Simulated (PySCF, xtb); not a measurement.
Al(All)(Cl)(F) (C₃H₅AlClF), SMILES C=C[CH2][Al]([F])[Cl]. Other conformers were not sampled.

Harmonic wavenumbers (cm⁻¹) from GFN2-xTB (xtb) at its own minimum, in rising order: 30, 45, 84, 152, 188, 226, 395, 449, 598, 630, 691, 773, 876, 941, 1001, 1012, 1088, 1160, 1292, 1401, 1432, 1689, 2913, 2927, 3042, 3096, 3130.

Question: What does PBE-D3(BJ)/def2-SVP in PySCF 2.14.0 give at its own minimum? (An estimate is asked for; the answer gives what the named calculation found.)

Answer: 54, 97, 135, 184, 199, 217, 409, 455, 609, 661, 705, 846, 856, 916, 936, 965, 1002, 1149, 1265, 1359, 1386, 1594, 3028, 3067, 3072, 3134, 3179. Paired by order, the mean absolute difference is 43 cm⁻¹ and the zero-point energies are 44.7 and 45.0 kcal/mol.
